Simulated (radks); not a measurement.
C+, 5 electrons, occupied as [He] 2s2 2p1 (the NIST ground configuration). Method: Dirac Kohn-Sham, PBEsol, spin-unpolarised, spherical densities, finite nucleus; open shells fill j = l - 1/2 first; Fermi nuclear charge, rms radius 2.4702 fm; computed with a radial shooting solver on a logarithmic mesh with Libxc functionals.

Unscreened Slater integrals over Kohn-Sham orbitals (eV). Large and small components are both included. Empty in this configuration: 2p3/2.

\begin{tabular}{lr}
integral & value \\ \hline
F0(2p1/2,2p1/2) & 16.594 \\
F0(2p1/2,2s1/2) & 16.661 \\
G1(2p1/2,2s1/2) & 10.287 \\
F0(2p1/2,1s1/2) & 23.524 \\
G1(2p1/2,1s1/2) & 2.4216 \\
F0(2p1/2,2p3/2) & 16.589 \\
G2(2p1/2,2p3/2) & 7.6196 \\
F0(2s1/2,2s1/2) & 16.831 \\
F0(2s1/2,1s1/2) & 23.731 \\
G0(2s1/2,1s1/2) & 1.7616 \\
F0(2s1/2,2p3/2) & 16.656 \\
G1(2s1/2,2p3/2) & 10.286 \\
F0(1s1/2,1s1/2) & 94.708 \\
F0(1s1/2,2p3/2) & 23.508 \\
G1(1s1/2,2p3/2) & 2.4185 \\
F0(2p3/2,2p3/2) & 16.584 \\
F2(2p3/2,2p3/2) & 7.6189 \\
\end{tabular}
